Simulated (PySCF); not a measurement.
Delta-SCF ions had no search for a lower state. Excitations are Tamm–Dancoff values on a coarser integration grid. The basis has no diffuse functions, so Rydberg states are missing or too high.

Cartesian coordinates (Å):
```xyz
4

I     -2.0747    -1.2960    -0.1397
Al     0.0000     0.0000     0.0000
I     -0.0824     2.4488    -0.0070
I      2.1570    -1.1528     0.1467
```
Charge 0, multiplicity 1.

Problem. Estimate the T1 excitation (TDA), HOMO–LUMO gap, HOMO, dipole moment, vertical ionisation energy (Delta-SCF), LUMO, total energy and S1 excitation (TDA) that ωB97X-D3(BJ)/def2-TZVP // PBE0-D3(BJ)/def2-TZVP (PySCF 2.14.0) returns for this input.

Solution. 
The T1 excitation (TDA) is 4.99 eV and the HOMO–LUMO gap is 9.95 eV. The HOMO comes out as -9.99 eV, the dipole moment comes out as 0.00 D and the vertical ionisation energy (Delta-SCF) is 10.01 eV. The LUMO is -0.03 eV and the total energy is -1136.0495 Ha. The S1 excitation (TDA) is 5.24 eV.
